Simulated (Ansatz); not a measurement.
Relaxation of F2H8HfN2OSi (15 atoms, charge 0, multiplicity 1), to a largest force component of 0.03 eV/Å in at most 50 steps.

These are results of Ansatz 0.2.0, RKS PBE/def2-SVP, not measurements.

```xyz
15
Properties=species:S:1:pos:R:3:forces:R:3
Hf 0.306 0.080 -0.275 -0.32 -0.03 0.30
F -0.081 -0.168 1.643 0.01 0.03 -0.23
N 2.312 0.219 -0.591 0.00 0.00 0.00
H 2.813 -0.161 -1.403 -0.01 0.00 0.00
H 3.010 0.607 0.055 -0.01 0.00 0.01
N -0.470 1.857 -0.889 0.02 -0.02 0.01
H -1.478 2.035 -0.788 0.00 0.01 -0.01
H -0.026 2.668 -1.329 -0.01 0.00 0.00
F -0.368 -1.355 -1.385 0.01 0.00 -0.01
O -2.780 0.051 0.774 0.71 0.00 0.38
Si -3.967 -1.110 0.473 -0.13 -0.14 -0.03
H -3.390 -2.499 0.383 0.00 0.01 0.00
H -5.020 -1.107 1.551 0.01 0.01 0.00
H -4.588 -0.720 -0.833 0.00 0.00 0.00
H -2.198 -0.116 1.560 -0.27 0.12 -0.44
```

Where does it end, and by what steps?

The forces met the threshold. After 14 steps the energy has fallen by 0.306 eV; H14 moved furthest, 0.85 Å. Joined: Hf1–O10 (3.26 → 2.41 Å).

```tsv
step	energy less start (eV)	largest force component (eV/Å)	accepted
0	0.0000	0.705	yes
1	-0.0903	0.307	yes
2	-0.1930	0.253	yes
3	-0.2304	0.778	yes
4	-0.2607	0.439	yes
5	-0.2550	0.288	no
6	-0.2780	0.082	yes
7	-0.2869	0.058	yes
8	-0.2945	0.089	yes
9	-0.2975	0.129	yes
10	-0.3015	0.099	yes
11	-0.3044	0.059	yes
12	-0.3051	0.052	yes
13	-0.3058	0.035	yes
14	-0.3060	0.022	yes
```

```xyz
15
Properties=species:S:1:pos:R:3
Hf -0.107 0.191 -0.083
F 0.055 0.192 1.878
N 1.853 -0.014 -0.627
H 2.195 -0.473 -1.480
H 2.670 0.220 -0.050
N -0.611 2.044 -0.796
H -1.534 2.476 -0.671
H -0.016 2.691 -1.321
F -0.916 -1.242 -1.158
O -2.333 -0.066 0.812
Si -3.493 -1.221 0.265
H -2.977 -2.620 0.404
H -4.703 -1.049 1.141
H -3.812 -0.858 -1.146
H -2.198 0.011 1.779
```

Whether the end is a true minimum wasn't checked by a vibrational analysis.

Time of the run: 48 s on 4 threads of Arm Neoverse V1, with other jobs on the host, peak memory 0.25 GiB.
